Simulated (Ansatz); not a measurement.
# Strength of the Si–Si bond: C2H9ClSi2 → SiH2(CH3) + SiH(CH3)Cl

Species: C2H9ClSi2 `C[SiH2][SiH](C)Cl`, singlet; SiH2(CH3), doublet; SiH(CH3)Cl, doublet. 

Shapes, held fixed at every level: PBE0-D4/def2-TZVP. Flexible molecules stand in one conformer, not always the lowest. Programs: Ansatz 0.2.0. Electronic energies: no zero-point or thermal term.

```tsv
level	kind	ΔE (kJ/mol)	less CCSD(T)/CBS estimate
HF/def2-TZVPP	Hartree–Fock	+239.0	-100.9
PBE-D4/def2-TZVPP	GGA	+318.9	-21.0
r2SCAN-D4/def2-TZVPP	meta-GGA	+309.3	-30.6
B3LYP-D4/def2-TZVPP	global hybrid	+319.1	-20.8
PBE0-D4/def2-TZVPP	global hybrid	+323.3	-16.6
MP2/def2-TZVPP	perturbation theory	+330.4	-9.5
CCSD(T)/def2-TZVPP	coupled cluster or CI	+328.4	-11.5
CCSD(T)/CBS estimate	coupled cluster or CI	+339.9	0.0
```

The highest level, CCSD(T)/CBS estimate, gives ΔE = +339.9 kJ/mol; the levels span +239.0 to +339.9. The column of differences is taken from that level and isn't an error. Hartree–Fock misses the correlation of the pair that is broken and comes out low. No measured value is set beside it here. Open shells run unrestricted unless RO is named. The CBS estimate extrapolates MP2 from def2-TZVPP and def2-QZVPP and adds CCSD(T) − MP2 in the triple-zeta set, cores frozen.
